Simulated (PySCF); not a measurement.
Te(Et)(SH), SMILES S[Te]CC (C2H6STe) at its CAM-B3LYP/def2-SVP optimised geometry (Å):

```
10

Te    -0.5274    -1.9784     0.0000
C     -0.7973     0.1769     0.0000
C     -0.1503     0.8893    -1.1723
H     -0.4183     0.5418     0.9637
H     -1.8920     0.2993     0.0062
H     -0.5751     0.5591    -2.1315
H      0.9327     0.6985    -1.1975
H     -0.2982     1.9784    -1.0891
S      1.8920    -1.9784     0.0000
H      2.0648    -1.9217     1.3384
```

Computed with CAM-B3LYP/def2-TZVP, def2 effective core potentials past Kr (PySCF). The core electrons that the potentials of Te replace are not part of the density. Cells within 0.4 Å of a nucleus heavier than hydrogen are left out (blank, or x).

Map of the deformation density (molecule minus spherical neutral atoms) (e/bohr³) on the plane z = 0.0 Å:

```
|222222222222222222222222222|
|222222222222222222222222222|
|222222222222222222222222222|
|222222222222222222222222222|
|222222222222222222222222222|
|222222222222222222222222222|
|222222222211111222222222222|
|222222221111111122222222222|
|222222211111111112222222222|
|222221111111111112222222222|
|222211122111111111222222222|
|222211134312211111222222222|
|2222112987xx211111222222222|
|2222112465xx111112222222222|
|222211123233211112222222222|
|222221112234321122222222222|
|222221111233211122222222222|
|222221111122111222333222222|
|222221111112211222233221222|
|22222111120xx21232xxx111122|
|22222211220xx21232xxx211122|
|222222112221211222333221222|
|222222222222211222333222222|
|222222222222111122222222222|
|222222222221111122222222222|
|222222222221111222222222222|
|222222222222222222222222222|
```
Scale: ten equal steps from -0.034 (start of '0') to 0.122 (end of '9'), in the order '0123456789'; x runs from -4.00 to 4.00, y from -4.00 (bottom) to 4.00 (top).
